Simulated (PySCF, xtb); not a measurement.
C2H5BF2O, SMILES O(C)B(CF)F. Other conformers were not sampled.

Harmonic wavenumbers (cm⁻¹) from GFN2-xTB (xtb 6.7.1) at its own minimum, in rising order: 19, 86, 144, 170, 234, 370, 434, 538, 739, 820, 994, 1050, 1125, 1140, 1192, 1212, 1281, 1347, 1415, 1429, 1458, 1463, 2936, 2956, 2985, 2990, 2991.

Task: What does PBE0-D3(BJ)/def2-SVP run with PySCF 2.14.0 give at its own minimum? (The exact figures need the calculation; the answer reports its results.)

Result: 53, 68, 144, 162, 258, 395, 468, 575, 779, 887, 1069, 1137, 1187, 1191, 1250, 1291, 1404, 1436, 1451, 1477, 1478, 1541, 3041, 3058, 3089, 3158, 3166. Paired by order, the mean absolute difference is 65 cm⁻¹ and the zero-point energies are 47.9 and 50.3 kcal/mol.
